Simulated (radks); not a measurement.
Values are calculated unless marked as measured or tabulated.
All-electron atom: the bismuth ion Bi2+ in [Hg] 7p1 (not the ground configuration).

Level of theory: scalar-relativistic Kohn-Sham, SCAN, spin-unpolarised, spherical densities, finite nucleus; meta-GGA in the generalised Kohn-Sham scheme; Fermi nuclear charge, rms radius 5.5211 fm (a radial shooting solver on a logarithmic mesh with Libxc functionals).

Energy parts (hartree):
total: -21526.2378
kinetic: 24399.7063
electron-nucleus: -53726.4137
Hartree: 8195.8542
exchange-correlation: -395.3846

Orbitals (lengths in bohr, moments of r in powers of bohr; r(90%) holds 90 % of the orbital's charge):
orbital  occ.  eigenvalue (hartree)      <r^2>       <r^4>  r(90%)
1s          2             -3334.883  0.0003464   3.333e-07  0.0290
2s          2             -601.0203   0.005241  0.00004777   0.103
2p          6             -514.2477   0.004485  0.00004001  0.0988
3s          2             -146.2178    0.03364    0.001706   0.252
3p          6             -121.2943    0.03499    0.001919   0.260
3d         10             -96.16812    0.02905    0.001479   0.244
4s          2             -34.45813     0.1602     0.03689   0.539
4p          6             -26.25562     0.1837     0.04964   0.582
4d         10             -16.83234     0.2058     0.06646   0.628
4f         14              -6.49811     0.2322      0.1042   0.698
5s          2              -6.73151     0.7767      0.8633    1.18
5p          6              -4.43358      1.011       1.508    1.36
5d         10              -1.83683      1.710       4.806    1.83
6s          2              -1.28638      4.561       30.13    2.88
7p          1              -0.33402      34.92        1642    7.80

The highest occupied level is 7p at -9.089 eV. The electron density at the nucleus is 3.212e+06 e/bohr^3 (large components only). The density falls to 0.001 e/bohr^3 at r = 3.60 bohr. Summed over all electrons, <r^2> = 76.10 bohr^2, which gives a Langevin (diamagnetic) susceptibility term of -60.3 x 10^-6 cm^3/mol.
